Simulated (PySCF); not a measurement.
SMILES B[SiH2]CC (C2H9BSi) (GFN2-xTB optimised geometry):

```
13

B      2.246     0.709    -1.568
Si     1.608    -0.270     0.000
C     -0.313    -0.270     0.000
C     -0.902     1.135     0.000
H      2.512     1.848    -1.522
H      2.347     0.194    -2.615
H      1.991    -1.694     0.077
H      2.001     0.275     1.316
H     -0.679    -0.811    -0.875
H     -0.679    -0.810     0.874
H     -0.604     1.681    -0.894
H     -0.558     1.694     0.868
H     -1.991     1.103     0.029
```

Method: B3LYP/def2-TZVP (PySCF 2.14.0).

What are the frontier orbital energies and the dipole moment?

HOMO-2 -8.74 eV, HOMO-1 -8.46 eV, HOMO -7.92 eV, LUMO -2.71 eV, LUMO+1 1.00 eV; dipole moment 0.67 D.

Meta-Löwdin charges at B3LYP/def2-TZVP: B1 -0.18, Si2 0.51, C3 -0.40, C4 -0.32, H5 0.03, H6 0.03, H7 -0.11, H8 -0.11, H9 0.11, H10 0.12, H11 0.10, H12 0.11, H13 0.11.
